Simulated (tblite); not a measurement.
Species: C8H7NS.
SMILES with atom numbers: `[CH2:1]=[CH:2][c:3]1[cH:4][c:5]2[nH:6][cH:7][cH:8][c:9]2[s:10]1` (hydrogens: H11, H12 on C1; H13 on C2; H14 on C4; H15 on N6; H16 on C7; H17 on C8)

Geometry (GFN2-xTB, Å), atoms numbered from 1 in this order:
```xyz
17
C8H7NS angstrom
C      3.530    0.753    0.073
C      2.604   -0.132   -0.286
C      1.206   -0.041    0.026
C      0.231   -0.939   -0.332
C     -1.032   -0.543    0.138
N     -2.318   -0.991    0.106
C     -3.103   -0.101    0.784
C     -2.340    0.934    1.262
C     -1.023    0.658    0.855
S      0.570    1.314    0.954
H      4.565    0.628   -0.192
H      3.276    1.630    0.644
H      2.881   -1.008   -0.861
H      0.429   -1.829   -0.901
H     -2.641   -1.833   -0.339
H     -4.159   -0.263    0.881
H     -2.683    1.775    1.830
```

Level: GFN2-xTB in tblite, geometry and Hessian alike; calculated harmonic values, unscaled, isolated species. Against measured fundamentals such values can be off by several per cent, at times by over 20. One conformer, not necessarily the lowest.

Harmonic wavenumbers (cm⁻¹): 77.1, 153.5, 167.0, 247.0, 296.3, 365.5, 410.9, 447.7, 480.3, 535.0, 562.1, 577.5, 630.1, 666.6, 676.2, 763.2, 766.3, 782.8, 808.6, 868.6, 878.6, 981.5, 996.6, 1028.1, 1085.7, 1125.6, 1138.4, 1198.2, 1214.8, 1282.7, 1323.5, 1393.2, 1403.0, 1414.5, 1492.9, 1517.5, 1551.5, 1657.4, 3046.3, 3107.0, 3123.6, 3139.0, 3156.3, 3183.4, 3487.5.

A = 3543, B = 804.2, C = 655.4 MHz; mass 149.030 u (most abundant isotopes); point group Cs, symmetry number 1.

Problem. What is the zero-point energy?

Solution. ½Σν̃ = 27605 cm⁻¹ = 330.22 kJ/mol.

Problem. Entropy at 500 K, 1 bar (ideal gas, RRHO, classical rotation)?

Solution. Translation 182.01, rotation 130.01, vibration 164.99: S = 477.0 J/(mol K).

Problem. And Cp and H(500 K) − H(0)?

Solution. Cp = 226.62 J/(mol K), of which vibrations give 193.37 (their classical limit is 45 R = 374.2); H(500 K) − H(0) = 63.64 kJ/mol without the zero-point energy, 47.01 from vibrations.

Problem. What must be added to the electronic energy to get the Gibbs energy at 500 K and 1 bar?

Solution. ZPE + [H(500 K) − H(0)] − T·S = 330.22 + 63.64 − 238.51 = 155.35 kJ/mol.

Problem. How do the functions run with temperature in this model?

Solution. 
| T (K) | S (J/(mol K)) | Cp (J/(mol K)) | H − H(0) (kJ/mol) | G − H(0) (kJ/mol) | ln q(vib) |
| --- | --- | --- | --- | --- | --- |
| 150 | 303.2 | 81.3 | 7.94 | -37.54 | 1.39 |
| 250 | 355.5 | 127.9 | 18.37 | -70.50 | 3.16 |
| 298.15 | 380.0 | 150.2 | 25.07 | -88.21 | 4.12 |
| 400 | 430.2 | 192.8 | 42.60 | -129.49 | 6.30 |
| 600 | 520.8 | 253.3 | 87.69 | -224.79 | 10.80 |
| 900 | 634.6 | 306.1 | 172.39 | -398.71 | 17.40 |

q(vib) and H(0) count from the zero-point level.

Problem. Blend soft modes into free rotors: weight 1/[1 + (100 cm⁻¹/ν̃)⁴] for the oscillator and the rest for a rotor with moment μB/(μ + B), μ = h/(8π²ν), B = 10⁻⁴⁴ kg m². What vibrational entropy results?

Solution. 160.07 J/(mol K) in place of 164.99, which changes −T·S at 500 K by +2.46 kJ/mol.

Problem. Which modes carry the vibrational entropy at 500 K?

Solution. 77.1 cm⁻¹: 20.85; 153.5 cm⁻¹: 15.18; 167.0 cm⁻¹: 14.49; 247.0 cm⁻¹: 11.33; 296.3 cm⁻¹: 9.89; 365.5 cm⁻¹: 8.27 J/(mol K); the other 39 give 85.00 together.

Hindered rotation and anharmonicity are outside this model. Other conformers, if any are populated, would add a mixing term that is left out.

Time: 0.53 s wall. Hardware: an Arm Neoverse V2 with one thread (shared host). The figure is for the frequency step alone.
